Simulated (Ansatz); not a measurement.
Z-matrix (Å, degrees):
```
C
C 1 1.520
H 1 1.098 2 110.4
H 1 1.093 2 112.5 3 -119.8
H 1 1.094 2 111.7 3 119.0
C 2 1.520 1 112.5 3 -58.5
Ga 2 2.036 1 108.6 3 -178.7
H 2 1.093 1 110.0 3 64.6
H 6 1.098 2 110.4 1 58.5
H 6 1.094 2 111.7 1 -60.5
H 6 1.093 2 112.5 1 178.3
S 7 2.250 2 112.2 1 61.8
H 12 1.342 7 94.5 2 -179.9
```

Charge 0, multiplicity 2.

**Question.** List the CAM-B3LYP/def2-TZVPP orbital energies in eV (Ansatz 0.2.0). (Estimate.)

**Answer.** Computed: α occupied: -10139.54, -2419.29, -1251.16, -1108.43, -1108.39, -1108.35, -279.02, -278.71, -278.71, -217.33, -161.90, -161.83, -161.73, -151.46, -104.89, -104.75, -104.64, -24.74, -24.67, -24.62, -24.55, -24.47, -23.67, -21.31, -21.03, -17.90, -14.72, -14.22, -13.04, -12.57, -12.47, -11.63, -11.35, -11.22, -9.03, -8.62, -6.65. α empty: -0.29, 1.53, 1.87, 2.21, 2.95, 3.27, 3.38, 3.94. β occupied: -10139.52, -2419.27, -1251.14, -1108.43, -1108.36, -1108.33, -278.90, -278.71, -278.71, -217.31, -161.89, -161.77, -161.72, -151.41, -104.85, -104.68, -104.61, -24.66, -24.59, -24.55, -24.51, -24.40, -23.55, -21.19, -21.01, -17.73, -14.54, -14.10, -12.99, -12.45, -12.43, -11.31, -11.17, -11.09, -8.59, -8.45. β empty: -1.78, 0.01, 1.56, 2.03, 2.34, 3.07, 3.30, 3.43. ⟨S²⟩ = 0.756.
